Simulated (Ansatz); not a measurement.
Reactions of CH4BBrO, SMILES `OBCBr`.

Calculated with Ansatz (gas phase, PBE0-D4/def2-TZVP geometries, no zero-point term in ΔE). CCSD(T)/CBS adds triple-zeta CCSD(T) − MP2 to the extrapolated MP2 energy (def2 sets, frozen cores). This one scheme is used for every species. Elements past krypton have def2 core potentials. For Br, Te outer-core shells are correlated without core-valence functions, which leaves a few kJ/mol of doubt a bond. Scalar relativity is left out up to krypton. One conformer a species, not always the lowest.

**Question.** Order these by ΔE at CCSD(T)/CBS, lowest first. (Estimate.)
A. `OBCBr` + `FCS` → `OBC(F)S` + `CBr`
B. `OBCBr` + H₂O → `OBO` + `CBr`
C. `OBCBr` + `OCS` → `OBSCO` + `CBr`
D. `OBCBr` + H₂Te → `OB[TeH]` + `CBr`

**Answer.** B (-29.6 kcal/mol), C (-17.8 kcal/mol), D (-9.7 kcal/mol), A (0.0 kcal/mol).

Largest T1 diagnostic: 0.013, for `OBC(F)S`.
